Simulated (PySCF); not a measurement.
Ligands exchanged one at a time, Ga Cl-NH2. All species are isolated molecules in the gas phase. One relaxed conformer stands for each flexible species; it need not be the lowest. Strings in code marks are SMILES.

Method: PBE-D3(BJ)/def2-TZVP (PySCF). All candidates: neutral, multiplicity 1. Excitations are Tamm–Dancoff values on a coarser integration grid. The basis has no diffuse functions, so Rydberg states are missing or too high.

| Item | Value |
|---|---|
| HOMO–LUMO gap | 4.96 eV |
| S1 excitation (TDA) | 5.12 eV |
| HOMO | -8.01 eV |

Task: Name which member has these values.
(A) `[Cl][Ga]([Cl])[Cl]`
(B) `[NH2][Ga]([NH2])[NH2]`
(C) `[NH2][Ga]([Cl])[Cl]`
(D) `[NH2][Ga]([NH2])[Cl]`

Result: A, `[Cl][Ga]([Cl])[Cl]`. The others give `[NH2][Ga]([NH2])[NH2]`: 4.61 eV, 4.79 eV, -5.43 eV; `[NH2][Ga]([NH2])[Cl]`: 4.70 eV, 4.87 eV, -6.05 eV; `[NH2][Ga]([Cl])[Cl]`: 4.58 eV, 4.84 eV, -6.74 eV
